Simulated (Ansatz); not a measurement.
Program: Ansatz. Geometries: PBE0-D4/def2-TZVP. ΔE: electronic, gas phase. CBS: MP2 limit from def2 TZ/QZ plus the TZ coupled-cluster correction, frozen cores. Functionals use def2-TZVPP. Elements past krypton have def2 core potentials. For Sb outer-core shells are correlated without core-valence functions, which leaves a few kJ/mol of doubt a bond. One conformer a species, not always the lowest.

Reaction (redistribution): `CC[SiH2][SbH2]` + `OB(O)Cl` → `Cl[SiH2][SbH2]` + `CCB(O)O`

| species | PBE energy (Eh) |
| --- | --- |
| `CC[SiH2][SbH2]` | -611.13074 |
| `OB(O)Cl` | -636.56332 |
| `Cl[SiH2][SbH2]` | -992.06450 |
| `CCB(O)O` | -255.63563 |

Problem. Work out ΔE.

Solution. ΔE = (-992.06450) + (-255.63563) − (-611.13074) − (-636.56332) = -0.00607 Eh = -15.9 kJ/mol. CCSD(T)/CBS gives -16.7 kJ/mol.

Largest T1 diagnostic among the species: 0.012.

In def2-TZVPP, CCSD(T) changes the Hartree–Fock value by +8.3 kJ/mol (the triples alone add +1.9 kJ/mol) and MP2 by +9.6 kJ/mol. The D4 term adds +4.4 kJ/mol with B3LYP and +2.5 kJ/mol with PBE0; it sums over pairs of atoms, weighted by their polarisabilities, and B3LYP, whose exchange is more repulsive, gets the larger term.

B3LYP here is the variant with VWN-RPA as its local correlation; programs differ in this.
